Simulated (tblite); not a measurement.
Species: C₃H₁₀F₂N₂Si.
SMILES with atom numbers: `[CH3:1][C@@H:2]([F:3])[Si:4]([NH2:5])([NH2:6])[CH2:7][F:8]` (hydrogens: H9, H10, H11 on C1; H12 on C2; H13, H14 on N5; H15, H16 on N6; H17, H18 on C7)

The geometry is computed with GFN2-xTB (gas phase).

(1) List the bond lengths, angles and torsions at this level.

Answers

(1) 
| bond | length (bohr) |
| --- | --- |
| C1–C2 | 2.866 |
| C2–F3 | 2.643 |
| C2–Si4 | 3.624 |
| Si4–N5 | 3.253 |
| Si4–N6 | 3.264 |
| Si4–C7 | 3.633 |
| C7–F8 | 2.621 |
| C1–H9, C1–H10, C1–H11 | 2.054 |
| C2–H12 | 2.069 |
| N5–H13, N5–H14 | 1.903 |
| N6–H15, N6–H16 | 1.906 |
| C7–H17 | 2.061 |
| C7–H18 | 2.063 |

Bonds in one row agree within 0.02 bohr and their mean is given. A selection of angles:
| angle | degrees |
| --- | --- |
| C1–C2–F3 | 108.5 |
| C1–C2–Si4 | 113.2 |
| F3–C2–Si4 | 108.0 |
| C2–Si4–N5 | 108.1 |
| C2–Si4–N6 | 104.7 |
| C2–Si4–C7 | 110.5 |
| N5–Si4–N6 | 115.5 |
| N5–Si4–C7 | 104.3 |
| N6–Si4–C7 | 113.8 |
| Si4–C7–F8 | 108.9 |
| H13–N5–Si4 | 118.0 |
| H14–N5–Si4 | 119.4 |
| H15–N6–Si4 | 118.3 |
| H16–N6–Si4 | 119.2 |

Torsions: C1–C2–Si4–N5 58° (synclinal); C2–Si4–C7–F8 177° (antiperiplanar).

N6 (silicon-bound nitrogen) is pyramidal (angles 119.2°, 118.3° and 109.9°, sum 347.4°, 0.24 Å off the plane of its three neighbours). N5 (silicon-bound nitrogen) is pyramidal (angles 119.4°, 118.0° and 109.9°, sum 347.3°, 0.25 Å off the plane of its three neighbours). Si4 (four-coordinate silicon) is distorted tetrahedral (angles from 104.3° to 115.5°). Of the pairs four or more bonds apart, F3···H15 is among the closest relative to their van der Waals radii: 2.76 Å, 103 % of the sum of Bondi's values.

Point group: C1 (no symmetry element, even within 0.4 Å). Its GFN2-xTB frequencies are all real (lowest 34 cm⁻¹). One conformer, not necessarily the lowest (C1–C2–Si4–N5 58°, C2–Si4–N5–H 158° and -64°, C2–Si4–N6–H -37° and -175°, C2–Si4–C7–F8 177°). 3 starts were optimised and ended at 0.00, 0.27 and 1.58 kcal/mol (GFN2-xTB); the lowest of these is shown.

On Arm Neoverse N1, one thread, shared host with 64 logical CPUs at a one-minute load of 58, this took 1.8 s of wall time. This is the geometry optimisation.
